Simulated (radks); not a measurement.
Q: Tm3.6+, 65.4 electrons, occupied as [Kr] 4d10 4f12 5s2 5p(up 3, down 2.4) (fractional occupations, a model configuration). Calculated with a radial shooting solver on a logarithmic mesh with Libxc functionals: non-relativistic Kohn-Sham, PBE, spin-polarised, spherical densities, point nucleus; open shells are filled with parallel spins first (spin-orbit coupling, left out, can overturn this in heavy ions); relativity is left out, which matters for an element this heavy. Some entries of the table are withheld. Estimate them.

orbital,occ.,eigenvalue (hartree),<1/r> (bohr^-1)
1s up,1,-2025.712,68.46
1s down,1,-2025.711,68.46
2s up,1,-328.8867,15.99
2s down,1,-328.8844,15.99
2p up,3,-314.2166,16.02
2p down,3,-314.2143,16.02
3s up,1,-74.58616,6.093
3s down,1,-74.54265,6.095
3p up,3,-67.91530,6.039
3p down,3,-67.87554,6.041
3d up,5,-55.48425,5.951
3d down,5,-55.45556,5.952
4s up,1,-15.55382,2.608
4s down,1,-15.48261,2.607
4p up,3,-12.85717,2.514
4p down,3,-12.78611,2.513
4d up,5,-7.99669,2.308
4d down,5,-7.92572,2.307
5s up,1,-3.08509,1.013
5s down,1,-3.03862,1.008
5p up,3,-2.33609,0.9066
5p down,2.4,-2.29492,0.9007
4f up,7,(1),1.810
4f down,5,(2),1.803

A: 
(1) 4f up eigenvalue (hartree): -1.87594
(2) 4f down eigenvalue (hartree): -1.80690
